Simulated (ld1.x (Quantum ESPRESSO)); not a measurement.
**Which change was made? (Cu, TM)**

ld1.x (Quantum ESPRESSO) 7.5 input, shortened:

```
&input
   title='Cu', zed=29., rel=1, dft='BLYP', iswitch=3,
   config='[Ar] 3d9 4s2 4p0'
 /
 &inputp
   pseudotype=2, tm=.true., lloc=2,
   nlcc=.false.
 /
3
3S  1  0   2.00   0.00  0.90  0.90  0.0
3P  2  1   6.00   0.00  1.05  1.05  0.0
3D  3  2   9.00   0.00  1.35  1.35  0.0
 &test
   configts(1)='3s2 3p6 3d9 4s2 4p0'
 /
```

Occupied shells without a wave of their own: 4s. They enter only through the test configuration that unscreens the potential.

Cutoffs, loose and tight: the cutoffs (Ry, on a coarse ladder) from which the occupation-weighted sum of valence levels, in a spherical-Bessel basis at the reference potential, stays within 10 and 1 mRy of its value at 400 Ry. They do not see the model core or the augmentation charge, which bear on the density cutoff. Test errors are all-electron minus pseudo excitation energies from the reference, over the configurations 3s2 3p6 3d10 4s1 4p0; 3s2 3p6 3d10 4s0 4p0; 3s2 3p6 3d9 4s0 4p0; 3s2 3p5 3d10 4s1 4p0; 3s2 3p6 3d8 4s0 4p0; 3s2 3p6 3d10 4s0 4p1; 3s2 3p6 3d9 4s1 4p1; variants that change the core or the reference have their own tests. The largest error is taken over the tests solved by every variant that gives reliable tests at all, those not shown here included: 3s2 3p5 3d10 4s1 4p0; 3s2 3p6 3d10 4s0 4p1; 3s2 3p6 3d8 4s0 4p0; 3s2 3p6 3d9 4s0 4p0.

The base gives: outcome: generated, misses its reference levels by 0.17 eV; cutoff, loose: 200 Ry; cutoff, tight: 300 Ry; bound ghosts: none; largest test error (meV): +514.

(1) After one change the result is: outcome: generated, misses its reference levels by 0.29 eV; cutoff, loose: 230 Ry; cutoff, tight: over 300 Ry; bound ghosts: none; largest test error (meV): -1667. Which change was it?
A. wave 3d (bound): rc 1.35 bohr becomes 3d (bound): rc 0.84 bohr
B. wave 3d (bound): rc 1.35 bohr becomes 3d (bound): rc 1.44 bohr
C. wave 3d (bound): rc 1.35 bohr becomes 3d (bound): rc 1.00 bohr
D. wave 3d (bound): rc 1.35 bohr becomes 3d (bound): rc 1.86 bohr

Answers

(1) C. The others give: wave 3d (bound): rc 1.35 bohr becomes 3d (bound): rc 1.86 bohr → outcome: generated; cutoff, loose: 200 Ry; cutoff, tight: 300 Ry; bound ghosts: none; largest test error (meV): -2276 | wave 3d (bound): rc 1.35 bohr becomes 3d (bound): rc 0.84 bohr → outcome: generated, misses its reference levels by 1.06 eV; cutoff, loose: 300 Ry; cutoff, tight: over 300 Ry; bound ghosts: none; largest test error (meV): -6165 | wave 3d (bound): rc 1.35 bohr becomes 3d (bound): rc 1.44 bohr → outcome: generated, misses its reference levels by 0.25 eV; cutoff, loose: 200 Ry; cutoff, tight: 300 Ry; bound ghosts: none; largest test error (meV): +745.
